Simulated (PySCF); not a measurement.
Working with the constants of ZnC⁺

ROHF-CCSD(T) constants of ZnC⁺, ²Π (doublet), unpaired electrons π ↑ (PySCF, no relativity, basis sets Zn def2-SVP, C def2-SVP; masses 63.9291 and 12.0000 u):

```
ωe            : 385.5 cm⁻¹
ωexe          : 3.01 cm⁻¹
Be            : 0.35364 cm⁻¹
αe            : 0.00408 cm⁻¹
De to Zn⁺ + C : 1.32 eV
```

What force constant and bond length do these constants imply?

Reduced mass μred = 10.103 u; k = 5.8918×10⁻⁷·μred·ωe² (u, cm⁻¹, mdyn/Å) = 0.885 mdyn/Å; Re = √(16.8576/(μred·Be)) (u, cm⁻¹, Å) = 2.172 Å.

Estimate the centrifugal constant D from the Kratzer relation and find the Dunham coefficient a1.

D = 4Be³/ωe² = 1.19e-06 cm⁻¹; a1 = −1 − αeωe/(6Be²) = -3.10.

Correlated steps freeze 6 core orbitals. Correlated levels converge slowly with the basis: in double zeta they bind strong bonds too weakly, by up to about 1 eV, and carry superposition errors of some tenths. For an ion De counts to the pair picked by the measured ionisation energies or electron affinities, which need not be the lowest pair at this level. The state was picked by a PBE0 search and need not be the measured ground state.
